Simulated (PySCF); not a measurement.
# Two-dimensional NMR puzzle

Compound of formula C$_{4}$H$_{8}$N$_{2}$OSi. Correlations simulated from computed shifts and the bond graph:

HSQC (one-bond C–H):
| δH | δC |
| --- | --- |
| 7.36 | 140.5 |
| 6.47 | 116.0 |
| 2.42 | 16.5 |

HMBC (two and three bonds, from the bond graph):
| δH | δC |
| --- | --- |
| 7.36 | 148.5, 116.0 |
| 6.47 | 148.5, 140.5, 16.5 |
| 5.46 | 140.5, 116.0 |
| 2.42 | 148.5, 116.0 |

Carbons without hydrogens: δ 148.5.

Level of theory: geometry from GFN2-xTB, σ from GIAO-PBE0/pcSseg-1, in PySCF 2.14 (one conformer, no solvent, fast rotation and ring inversion assumed for equivalent nuclei, non-relativistic Hamiltonian).

Shifts are taken against calculated references (same method and geometry level): TMS for 1H (31.72 ppm), 13C (186.93 ppm).

Exchangeable hydrogens are left out of these lists.

Q: Which molecule is this?

A: `InChI=1S/C4H8N2OSi/c1-4-2-6(8-7)3-5-4/h2-3,7H,8H2,1H3`.

Atom-mapped SMILES (the numbers label the heavy atoms): `[CH3:1][c:2]1[cH:3][n:4]([SiH2:5][OH:6])[cH:7][n:8]1`. Hydrogens are named by the atom that carries them.

1. δC 148.5 is C2, a substituted aromatic carbon next to a ring nitrogen.
2. δC 140.5 is C7, an aromatic CH between two ring heteroatoms (δH 7.36).
3. δC 116.0 is C3, an aromatic CH next to a ring nitrogen (δH 6.47).
4. δC 16.5 is C1, a methyl carbon on an aromatic ring (δH 2.42).
5. HMBC from δH 7.36 reaches the proton-free carbon C2.
6. HMBC from δH 6.47 reaches the proton-free carbon C2.
7. HMBC from δH 2.42 reaches the proton-free carbon C2.

The data come from this structure; uniqueness wasn't tested.

Exchangeable OH/NH protons stand at their gas-phase positions; hydrogen bonding in a real sample shifts them, mostly to higher δ. Shifts are as computed. Against solution values, carbons near 30 ppm lie about +3 ppm off and those near 130 ppm about +5 ppm. Of 1211 compounds with measured shifts, 218 miss one by over three times the rms of a fit or turn the order of signals round; such compounds aren't used in these exercises.
